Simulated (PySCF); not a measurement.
Molecule: SMILES C[NH2+]B(C)C, [C3H11BN]+.

Geometry (Å), atoms numbered from 1 in this order:
```xyz
16

C     1.908   -0.025    0.232
N     0.834   -0.224   -0.773
B    -0.561   -0.006   -0.127
C    -1.218   -1.242    0.536
C    -1.139    1.429   -0.193
H     1.780   -0.732    1.049
H     1.852    0.984    0.633
H     2.887   -0.176   -0.218
H     0.917   -1.173   -1.149
H     0.987    0.430   -1.545
H    -2.255   -1.363    0.223
H    -0.711   -2.188    0.364
H    -1.293   -1.109    1.617
H    -1.599    1.742    0.743
H    -0.435    2.200   -0.495
H    -1.962    1.461   -0.911
```

Total charge +1.

Frames of a GFN2-xTB Langevin trajectory at 200 K; GIAO PBE0/pcSseg-1 shieldings in PySCF 2.14, gas phase, non-relativistic; equivalent atoms averaged within each frame.

Referencing at the same level of theory: TMS for ¹³C (σref 186.93), ¹H (σref 31.72); NH3 for ¹⁵N (σref 267.73); ¹¹B (σref 100.07) vs BF3·OEt2. The references are static minima.

Q: How do the shifts (ppm) fluctuate along the trajectory?

A: 
```tsv
time (fs)	C1	C4/C5	N2	B3	H9/H10	H6/H7/H8	H11/H12/H13/H14/H15/H16
optimised geometry	27.4	12.2	72.7	77.8	4.68	3.20	1.62
250	39.0	17.1	67.9	83.6	4.89	3.92	2.21
425	27.9	11.2	68.6	79.6	4.16	2.95	1.68
625	38.6	15.9	70.0	78.9	4.86	3.86	2.20
800	39.5	14.4	71.7	81.8	4.41	3.85	1.80
1000	28.2	15.0	69.8	80.2	4.26	3.46	2.02
mean of frames	34.6	14.7	69.6	80.8	4.51	3.61	1.98
standard deviation	6.0	2.2	1.5	1.9	0.34	0.41	0.24
```

5 frames give an uncertainty of the mean of about the standard deviation over 2.2 at best, since frames this close in time may not be independent; classical motion lacks zero-point vibration, and the reference would need the same averaging.
